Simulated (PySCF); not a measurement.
Compound: C₇H₁₂Si.
SMILES with atom numbers: `[CH3:1][CH:2]([CH3:3])[C:4]1=[CH:5][SiH2:6][CH:7]=[CH:8]1` (hydrogens: H9, H10, H11 on C1; H12 on C2; H13, H14, H15 on C3; H16 on C5; H17, H18 on Si6; H19 on C7; H20 on C8)

Method: PBE0-D3(BJ)/def2-SVP geometry optimisation, gas phase (PySCF 2.14.0).

**Question.** List the bond lengths, angles and torsions at this level.

**Answer.** 
| bond | length (Å) | order |
| --- | --- | --- |
| C1–C2, C2–C3 | 1.529 | single |
| C2–C4 | 1.509 | single |
| C4=C5 | 1.354 | double |
| C5–Si6 | 1.867 | single |
| Si6–C7 | 1.873 | single |
| C7=C8 | 1.348 | double |
| C4–C8 | 1.491 | single |
| C1–H9 and 5 like bonds | 1.101 | single |
| C2–H12 | 1.103 | single |
| C5–H16 | 1.092 | single |
| Si6–H17, Si6–H18 | 1.497 | single |
| C7–H19 | 1.092 | single |
| C8–H20 | 1.096 | single |

Bonds in one row agree within 0.01 Å and their mean is given. Orders are formal, as drawn. A selection of angles:
| angle | degrees |
| --- | --- |
| C2–C1–H9 | 111.5 |
| H9–C1–H10 | 107.8 |
| C1–C2–C3 | 111.5 |
| C1–C2–C4 | 111.3 |
| C1–C2–H12 | 107.9 |
| C4–C2–H12 | 106.8 |
| C2–C4–C5 | 124.9 |
| C2–C4–C8 | 119.7 |
| C5–C4–C8 | 115.4 |
| C4–C5–Si6 | 107.8 |
| C4–C5–H16 | 121.6 |
| Si6–C5–H16 | 130.6 |
| C5–Si6–C7 | 92.4 |
| C5–Si6–H17 | 114.4 |
| C7–Si6–H17 | 113.8 |
| H17–Si6–H18 | 107.8 |
| Si6–C7–C8 | 106.6 |
| Si6–C7–H19 | 131.1 |
| C8–C7–H19 | 122.3 |
| C7–C8–H20 | 122.8 |
| C4–C8–C7 | 117.7 |
| C4–C8–H20 | 119.5 |

Dihedral angles: C1–C2–C4–C5 118° (anticlinal); C2–C4–C5–Si6 180° (antiperiplanar); C4–C5–Si6–C7 0° (synperiplanar); C5–Si6–C7–C8 0° (synperiplanar); Si6–C7–C8–C4 0° (synperiplanar); C2–C4–C8–C7 180° (antiperiplanar).

Si6 (SiH2 silicon) has angles from 92.4° to 114.4°. Of the pairs four or more bonds apart, C8···H9 is among the closest relative to their van der Waals radii: 2.89 Å, 100 % of the sum of Bondi's values. The 5-membered ring C4–C5–Si6–C7–C8 has internal angles of 92.4° to 117.7°; it is planar, 0.00 Å rms from its mean plane, widest ring torsion 0°. The 6 C–C bonds span 1.348 Å (C7=C8, drawn double) to 1.529 Å (C2–C3, drawn single), a spread of 0.181 Å.

Point group: Cs (tolerance 0.08 Å). No frequency check. One conformer, not necessarily the lowest.
